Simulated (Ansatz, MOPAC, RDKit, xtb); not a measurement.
Noncovalent pair: C2H6 (SMILES CC) (first 8 atoms) with C3H6 (SMILES C=CC); geometry from B3LYP-D3(BJ)/def2-TZVP, rigid monomers moved along the line of their centres of mass till H4···C10 is 2.64 Å.
(charge 0, multiplicity 1):
| atom | x (Å) | y (Å) | z (Å) |
|---|---|---|---|
| C | 0.4768 | -0.5425 | 0.4855 |
| C | -0.5338 | 0.5985 | 0.5413 |
| H | 0.2421 | -1.2415 | -0.3199 |
| H | 0.4822 | -1.1043 | 1.4206 |
| H | 1.4886 | -0.1697 | 0.3124 |
| H | -0.5574 | 1.1564 | -0.3971 |
| H | -0.2915 | 1.3023 | 1.3393 |
| H | -1.5411 | 0.2241 | 0.7320 |
| C | -1.2706 | -0.3618 | 3.8446 |
| C | 0.0487 | -0.4580 | 3.9436 |
| C | 1.0096 | 0.6764 | 3.7851 |
| H | -1.7552 | 0.5852 | 3.6348 |
| H | -1.9138 | -1.2237 | 3.9666 |
| H | 0.4889 | -1.4300 | 4.1517 |
| H | 1.6971 | 0.4926 | 2.9544 |
| H | 0.4896 | 1.6165 | 3.5970 |
| H | 1.6246 | 0.7978 | 4.6812 |

Monomers are frozen at their geometry in the pair; levels with a basis set take the counterpoise correction.

The state that AM1 reach isn't checked.

Run with Ansatz (a program for electronic structure) with Gaussian orbitals; MOPAC for AM1 (differences of heats of formation); RDKit for the force fields; xtb for the GFN methods. 

Question: One of these levels gives 30.9 meV for the interaction energy. Name it.
A) AM1
B) HF/aug-cc-pVDZ
C) MMFF94
D) GFN1-xTB

Answer: A, AM1. The others give 51.9 (MMFF94), -33.7 (GFN1-xTB), 150.7 (HF/aug-cc-pVDZ)
